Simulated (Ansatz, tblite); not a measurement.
Forces on Cd3Te3H12, a cluster cut from wurtzite CdTe (hydrogen-capped) at its PBE0-D4/def2-SVP geometry. Charge 0, multiplicity 1.

In the def2 sets Cd, Te take a core potential; there is no spin–orbit coupling. The xTB rows come from tblite.

GFN1-xTB (tblite), largest force 0.79 eV/Å:

```xyz
18
positions Å, forces eV/Å
Cd   -0.263   -3.222    2.247    0.043    0.531   -0.370
Cd   -1.327    3.449    1.349    0.218   -0.568   -0.223
Cd    1.361   -0.278   -3.682   -0.225    0.046    0.606
Te   -0.892    0.177    2.386   -0.262    0.061    0.744
Te    0.855   -2.239   -0.877    0.278   -0.691   -0.268
Te    0.160    2.088   -1.462    0.072    0.651   -0.444
H    -2.370    0.042    3.133    0.560    0.058   -0.230
H    -0.147    0.495    3.837   -0.313   -0.121   -0.511
H     1.262   -3.085    2.962   -0.378   -0.115   -0.118
H    -1.814   -3.545    1.654    0.369   -0.019    0.212
H     2.349   -2.964   -0.830   -0.565    0.230   -0.039
H     0.212   -3.533   -1.696    0.277    0.450    0.300
H     0.140    3.970    2.007   -0.391   -0.038   -0.125
H    -2.880    3.122    0.764    0.339    0.183    0.182
H     1.366    3.216   -1.651   -0.468   -0.392    0.038
H    -0.801    2.878   -2.564    0.385   -0.255    0.397
H    -0.192   -0.607   -4.265    0.419    0.072    0.030
H     2.981    0.033   -3.313   -0.359   -0.083   -0.183
```

GFN2-xTB (tblite), largest force 0.49 eV/Å:

```
Cd 0.011 0.119 -0.083
Cd 0.048 -0.127 -0.050
Cd -0.050 0.010 0.136
Te -0.137 0.041 0.470
Te 0.196 -0.422 -0.156
Te 0.069 0.408 -0.265
H 0.453 0.063 -0.069
H -0.327 -0.096 -0.320
H -0.217 -0.106 -0.038
H 0.185 -0.053 0.138
H -0.452 0.080 -0.084
H 0.300 0.276 0.219
H -0.237 0.023 -0.053
H 0.156 0.140 0.112
H -0.405 -0.231 -0.046
H 0.358 -0.108 0.272
H 0.233 0.033 -0.034
H -0.186 -0.050 -0.151
```

PBE-D4/def2-TZVP (Ansatz), largest force 0.23 eV/Å:

```
Cd 0.004 -0.001 0.003
Cd 0.002 0.003 0.002
Cd 0.005 0.001 -0.001
Te 0.069 -0.018 -0.214
Te -0.085 0.195 0.074
Te -0.026 -0.187 0.125
H -0.102 -0.005 0.080
H 0.033 0.022 0.126
H 0.014 0.006 0.003
H -0.015 0.004 -0.011
H 0.106 -0.079 -0.010
H -0.026 -0.111 -0.062
H 0.015 -0.001 0.004
H -0.012 -0.010 -0.009
H 0.078 0.102 -0.034
H -0.055 0.078 -0.087
H -0.018 -0.002 0.002
H 0.012 0.003 0.009
```
